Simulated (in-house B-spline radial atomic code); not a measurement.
## Lu⁶⁺: [Ne] 3s2 (3p1/2)2 (3p3/2)3 3d10 4s2 (4p1/2)1 (4p3/2)4 4d10 4f13 5s2 5p6 (with a hole in an inner shell)

All numbers are computed (Dirac-Hartree-Fock, average of the jj configuration; Fermi nucleus of rms radius 5.37 fm) with an all-electron radial atomic-structure program (B-spline basis), not measured.

Screening seen three ways: the hydrogenic charge with the same mean radius, Z_r = [3n² - l(l+1)]/(2<r>), the one with the same energy, Z_e = n√(-2ε), and Slater's rules. Values are occupation-weighted means over j. An effective charge above Z reflects the relativistic contraction of the inner shells.

| shell | electrons | ε (eV) | <r> (bohr) | Z_r | Z_e | Slater |
| --- | --- | --- | --- | --- | --- | --- |
| 1s | 2 | -63898 | 0.01932 | 77.65 | 68.53 | 70.70 |
| 2s | 2 | -11142 | 0.08112 | 73.96 | 57.23 | 66.85 |
| 2p | 6 | -9873 | 0.07252 | 68.95 | 53.88 | 66.85 |
| 3s | 2 | -2677.7 | 0.2109 | 64.01 | 42.09 | 60.10 |
| 3p | 5 | -2308.9 | 0.2099 | 59.54 | 39.08 | 60.10 |
| 3d | 10 | -1795.8 | 0.1913 | 54.90 | 34.47 | 50.85 |
| 4s | 2 | -644.87 | 0.4729 | 50.75 | 27.54 | 44.45 |
| 4p | 5 | -506.53 | 0.5029 | 45.73 | 24.41 | 44.45 |
| 4d | 10 | -329.93 | 0.5342 | 39.31 | 19.70 | 33.85 |
| 5s | 2 | -160.27 | 1.104 | 33.98 | 17.16 | 16.05 |
| 4f | 13 | -128.45 | 0.605 | 29.75 | 12.29 | 22.80 |
| 5p | 6 | -120.86 | 1.237 | 29.50 | 14.90 | 16.05 |

The least bound orbital is 5p3/2 at -117.8 eV, and it is also the most diffuse (<r> = 1.262 bohr). The part-filled 3p shell lies below the filled 5p shell in orbital energy.

For the 1s electron the small component carries 7.11 % of the norm, the zero-frequency Breit interaction raises the level by 210.9 eV, self-energy by 130.8 eV, and vacuum polarisation lowers it by 23.66 eV.
